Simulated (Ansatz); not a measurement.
Input for Ansatz (an electronic-structure program): R-PBE0/def2-TZVPPD on CH5NOSi (a complex). Files ending in .json are basis or fitting sets from the Basis Set Exchange.

Ansatz 0.2 input:
```yaml
crystal:
  periodic: [false, false, false]
  atoms:
    - {symbol: C, position_ang: [0.57626914, 1.53751556, -0.61857918]}
    - {symbol: N, position_ang: [0.60171230, 1.15179999, 0.45781194]}
    - {symbol: H, position_ang: [0.55289692, 1.89771196, -1.62295007]}
    - {symbol: O, position_ang: [0.66342640, 0.15262200, 3.24847556]}
    - {symbol: Si, position_ang: [-0.53798804, -0.89345540, 3.64609395]}
    - {symbol: H, position_ang: [0.68346707, 0.50457038, 2.34727139]}
    - {symbol: H, position_ang: [-1.88665240, -0.28611702, 3.49679748]}
    - {symbol: H, position_ang: [-0.32687563, -1.26234895, 5.06210685]}
    - {symbol: H, position_ang: [-0.51198889, -2.12471476, 2.81342671]}
basis:
  gaussian:
    orbitals: def2-TZVPPD.json
hamiltonian:
  xc: {name: PBE0}
scf: {lower_state_search: off}
```

The log:

```
WARN ansatz: RAYON_NUM_THREADS=1 ignored (pool sized by the plan → 1); use --threads N
Functional definition: PBE0
these checks for a lower state are left out or cut short: stability, starts, cluster_reference, orbital_swaps, neighbouring_geometries, increment
integrals: 0.15 GiB planned
1154 factors; their error is unknown
mean field: 1.31 GiB planned
mean field evaluation 1: about -12519.6451 eV, gradient 6.4e1 eV
mean field evaluation 2: about -12506.1405 eV, gradient 1.0e2 eV
mean field evaluation 4: about -12526.4446 eV, gradient 8.8e0 eV
mean field evaluation 8: about -12526.5860 eV, gradient 2.4e-1 eV
mean field evaluation 16: about -12526.6137 eV, gradient 5.0e-5 eV
mean field -12526.61368625 eV, -460.3445621261 hartree, gradient 1.8e-6 eV, S^2 0.000000; 0 other end points of the search recorded, 0 dependent functions left out
reference -12526.61372391 eV, -460.3445635100 hartree; 20, 20 occupied and 227, 227 virtual orbitals, 1154 factors
Total energy: -12526.61372391 eV, -460.3445635100 hartree
Checks for a lower state left out: stability, starts, cluster_reference, orbital_swaps, neighbouring_geometries, increment
```

The calculation finished and met its thresholds.

Cost: about 6 core-seconds (a rough figure).
